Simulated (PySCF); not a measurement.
Cartesian coordinates in Å; atom numbers follow the order of the lines, from 1:
```xyz
15

C    -2.2279    0.5985    0.7554
C    -1.1152    0.6795    0.0206
C    -0.3531   -0.4957   -0.4692
N    -0.8332   -1.6538   -0.6915
C     1.1134   -0.2855   -0.7644
C     1.9449    0.0926    0.4363
F     1.8120   -0.7896    1.4279
F     3.2400    0.1500    0.1143
F     1.6065    1.2948    0.9247
H    -2.7565    1.4954    1.0861
H    -2.6417   -0.3651    1.0708
H    -0.7028    1.6643   -0.2209
H    -1.8419   -1.6603   -0.5059
H     1.2467    0.5097   -1.5147
H     1.5143   -1.2232   -1.1695
```

Geometry: PBE0-D3(BJ)/def2-SVP; GIAO shifts from PySCF, gas phase, non-relativistic, averaged over equivalent atoms.

At KT3/pcSseg-1 (183 basis functions, 36 s wall time on 1 thread of an x86-64 server CPU, shared host):
| atoms | δ (ppm) |
| --- | --- |
| C3 | 160.7 |
| C2 | 131.2 |
| C6 | 128.2 |
| C1 | 115.9 |
| C5 | 46.0 |
| N4 | 321.2 |
| F7/F8/F9 | -93.9 |
| H13 | 10.29 |
| H12 | 6.28 |
| H11 | 5.73 |
| H10 | 5.43 |
| H14/H15 | 2.83 |

Scale: TMS for 13C (182.31 ppm), 1H (31.32 ppm); 15N (262.01 ppm) vs NH3; 19F (149.45 ppm) vs CFCl3 (reference shieldings calculated alike).

Question: What do these become at PBE0/pcSseg-1?

Answer: 
```tsv
atoms	δ at PBE0/pcSseg-1	change
C3	174.3	+13.6
C2	142.8	+11.6
C6	130.5	+2.3
C1	129.1	+13.2
C5	47.7	+1.7
N4	355.0	+33.8
F7/F8/F9	-76.1	+17.8
H13	10.73	+0.44
H12	6.49	+0.21
H11	6.03	+0.30
H10	5.77	+0.34
H14/H15	2.93	+0.10
```

δ = σ(ref) − σ, references computed at the same level: 13C (184.41 ppm) and 1H (31.27 ppm) against TMS; 15N (265.67 ppm) vs NH3; 19F (177.25 ppm) against CFCl3.

The largest change is at N4 (nitrogen bonded to C, H). Cost: 183 basis functions, 29 s wall time on 1 thread of an x86-64 server CPU, shared host. The order of the carbon signals is the same at both levels.

Unscaled 19F shifts against computed CFCl3 carry errors that often reach 10 to 50 ppm. Experimental scales use liquid or dissolved standards, which lie at an offset from isolated NH3 (liquid NH3: subtract about 20 ppm). Unscaled 15N shifts of sp2 nitrogen come out 20 to 40 ppm too high even then.
